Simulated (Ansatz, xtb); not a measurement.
# Isomers of C5H5BrS in order of energy

4 gas-phase structures of C5H5BrS, from a drawn sample of its isomers (lower ones may exist). Each was relaxed with GFN2-xTB:

A. `SC1=CC=C(Br)C1`, a singlet
B. `SC1=CC=C[C@@H]1Br`, a singlet
C. `SC1=C(Br)C=CC1`, a singlet
D. `SC1=CC(Br)=CC1`, a singlet

Problem. Estimate their order in r2SCAN-D4/def2-SVP energy at these geometries, lowest first.

Solution. Calculated order at r2SCAN-D4/def2-SVP: C (0.000), D (0.012), A (0.013), B (0.148) eV. Less than 1 kcal/mol parts C and D; D and A, so the order within those pairs means little.

Energies above the lowest of each column, in eV; the last columns are at PBE0-D3(BJ)/def2-SVP geometries:

```tsv
structure	GFN2-xTB	HF/STO-3G	r2SCAN-D4/def2-SVP	PBE0-D3(BJ)/def2-SVP	CCSD(T)/def2-SVP + ΔMP2/def2-TZVPP
C	0.066	0.008	0.000	0.000	0.000
D	0.021	0.000	0.012	0.020	0.026
A	0.000	0.005	0.013	0.016	0.034
B	0.240	0.250	0.148	0.139	0.095
```

CCSD(T)/def2-SVP + ΔMP2/def2-TZVPP has A and C and D within 1 kcal/mol of each other at the bottom, and every level picks one of them. Flexible structures stand in one conformer each, not always the lowest. ΔMP2 is the change of the MP2 energy from the smaller to the larger basis.

Over these structures GFN2-xTB departs from r2SCAN-D4/def2-SVP by 0.040 eV on average once a common shift is removed. A GFN2-xTB relaxation took about 0.14 s and the r2SCAN-D4/def2-SVP energy about 2.9 s on a shared host (Ansatz 0.2.0, xtb 6.7.1).
